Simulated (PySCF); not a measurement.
# Structure elucidation problem

Molecular formula: C7H6O2. Simulated spectra:

1H NMR (400 MHz, computed): δ 6.88 (d, 1H), 6.19 (s, 1H), 6.19 (d, 1H), 2.15 (s, 3H).

13C{1H} NMR (computed): δ 184.9, 183.9, 155.5, 146.2, 135.3, 133.8, 24.8.

All values are calculated (PySCF 2.14.0 with density-fitted response routines): σ from GIAO-PBE0/pcSseg-1, GFN2-xTB geometry. Relativity neglected, fast rotation and ring inversion assumed for equivalent nuclei, one conformer, no solvent.

References, each an isolated molecule treated in the same way: 1H, 13C vs TMS.

Propose a structure and justify it.

## Answers


1. The formula gives 5 degrees of unsaturation (1 ring in the answer).
2. 7 carbon signals for 7 carbons: no two carbons are equivalent.
3. Carbon types of the structure: 3 × C, 3 × CH, 1 × CH3, which accounts for all hydrogens.
4. δC 184.9, 183.9: ketone carbonyl carbon; the double bond to the heteroatom, with no lone-pair donor beside it, deshields it most.
5. δC 155.5, 146.2: β carbon of a C=C–C=O unit; conjugation with the carbonyl draws π density from the β position.
6. δC 135.3, 133.8: α carbon of a C=C–C=O unit; as expected for a trigonal carbon in a double bond.
7. δC 24.8: allylic methyl carbon; aliphatic region, no heteroatom directly attached.
8. δH 6.88: hydrogen on a β carbon of a C=C–C=O unit; a vinylic proton, deshielded by the sp2 carbon and the C=C anisotropy.
9. δH 6.19, 6.19: hydrogen on an α carbon of a C=C–C=O unit; olefinic region.
10. δH 2.15: hydrogen on an allylic methyl carbon; allylic position.

The compound is SMILES CC1=CC(=O)C(=O)C=C1.

The shifts were computed for this structure.

Shifts are as computed. Against solution values, carbons near 30 ppm lie about +3 ppm off and those near 130 ppm about +5 ppm. Of 1211 compounds with measured shifts, 218 miss one by over three times the rms of a fit or turn the order of signals round; such compounds aren't used in these exercises. No couplings were computed; multiplicities are counted from neighbouring protons, with m where these are inequivalent, close in shift, in a saturated or five-membered ring or joined by F or P, and br s for small geminal =CH2 splittings.
